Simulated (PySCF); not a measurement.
Compound: C7H12FP.
Numbering: `[CH3:1]/[CH:2]=[CH:3]\[P:4]=[C:5](\[F:6])[CH:7]([CH3:8])[CH3:9]` (hydrogens: H10, H11, H12 on C1; H13 on C2; H14 on C3; H15 on C7; H16, H17, H18 on C8; H19, H20, H21 on C9)

The same species was optimised twice, with GFN2-xTB and with PBE0-D3(BJ)/def2-SVP (PySCF), and the same property calculations (PySCF, gas phase) were run on both structures.

```
     coordinate  GFN2-xTB  PBE0-D3(BJ)/def2-SVP  change
      C5–F6 (Å)     1.362                 1.346  -0.016
      C2=C3 (Å)     1.330                 1.346  +0.016
      P4=C5 (Å)     1.683                 1.692  +0.009
      C3–P4 (Å)     1.814                 1.808  -0.006
      C1–C2 (Å)     1.487                 1.491  +0.004
      C5–C7 (Å)     1.498                 1.496  -0.002
      C7–C8 (Å)     1.532                 1.531  -0.001
      C7–C9 (Å)     1.531                 1.531   0.000
   C1–C2–C3 (°)     125.5                 127.4    +1.9
   F6–C5–C7 (°)     112.0                 110.5    -1.5
   C3–P4–C5 (°)     101.7                 102.8    +1.1
   C5–C7–C8 (°)     109.2                 110.1    +0.9
   P4–C5–F6 (°)     113.8                 114.8    +1.0
   C2–C3–P4 (°)     123.4                 122.4    -1.0
   C8–C7–C9 (°)     110.9                 111.7    +0.8
   P4–C5–C7 (°)     134.1                 134.7    +0.6
C2–C3–P4–C5 (°)       149                   179     +30
P4–C5–C7–C8 (°)      -111                  -120      -9
```

Rotational constants: A = 2444, B = 711.9, C = 646.4 MHz (GFN2-xTB) against A = 2663, B = 669.8, C = 607.7 MHz (PBE0-D3(BJ)/def2-SVP).

On the GFN2-xTB structure: HOMO (eV) -6.44 [PBE0/pcSseg-1]; LUMO (eV) -1.44 [PBE0/pcSseg-1]; dipole (D) 2.72 [PBE0/pcSseg-1]; GIAO shielding of C1 (ppm) 166.9 [PBE0/pcSseg-1]; GIAO shielding of C2 (ppm) 36.9 [PBE0/pcSseg-1]; GIAO shielding of C3 (ppm) 52.9 [PBE0/pcSseg-1]; GIAO shielding of P4 (ppm) 176.7 [PBE0/pcSseg-1]; GIAO shielding of C5 (ppm) -55.9 [PBE0/pcSseg-1]; GIAO shielding of F6 (ppm) 235.5 [PBE0/pcSseg-1]; GIAO shielding of C7 (ppm) 147.6 [PBE0/pcSseg-1]; GIAO shielding of C8/C9 (mean) (ppm) 164.7 [PBE0/pcSseg-1].

Question: What do these properties become on the PBE0-D3(BJ)/def2-SVP structure?

Answer: 
| property | level | on GFN2-xTB | on PBE0-D3(BJ)/def2-SVP | change |
| --- | --- | --- | --- | --- |
| HOMO (eV) | PBE0/pcSseg-1 | -6.44 | -6.32 | +0.12 |
| LUMO (eV) | PBE0/pcSseg-1 | -1.44 | -1.46 | -0.02 |
| dipole (D) | PBE0/pcSseg-1 | 2.72 | 2.50 | -0.22 |
| energy, GFN2-xTB geometry as zero (kcal/mol) | PBE0/pcSseg-1 | 0.0 | -1.3 | -1.3 |
| GIAO shielding of C1 (ppm) | PBE0/pcSseg-1 | 166.9 | 165.1 | -1.8 |
| GIAO shielding of C2 (ppm) | PBE0/pcSseg-1 | 36.9 | 33.2 | -3.7 |
| GIAO shielding of C3 (ppm) | PBE0/pcSseg-1 | 52.9 | 47.3 | -5.6 |
| GIAO shielding of P4 (ppm) | PBE0/pcSseg-1 | 176.7 | 184.1 | +7.4 |
| GIAO shielding of C5 (ppm) | PBE0/pcSseg-1 | -55.9 | -52.5 | +3.4 |
| GIAO shielding of F6 (ppm) | PBE0/pcSseg-1 | 235.5 | 238.0 | +2.5 |
| GIAO shielding of C7 (ppm) | PBE0/pcSseg-1 | 147.6 | 148.6 | +1.0 |
| GIAO shielding of C8/C9 (mean) (ppm) | PBE0/pcSseg-1 | 164.7 | 162.7 | -2.0 |

The heavy atoms differ by 0.353 Å rms after alignment. Among bonds between heavy atoms C2=C3 and C5–F6 change most and about equally (-0.016 to +0.016 Å). Changes are differences of the printed values. Neither structure is proved a minimum here.

Shape of the structure used: `[CH3:1]/[CH:2]=[CH:3]\[P:4]=[C:5](\[F:6])[CH:7]([CH3:8])[CH3:9]`: C2–C3–P4–C5 179°, P4–C5–C7–C8 -120°.
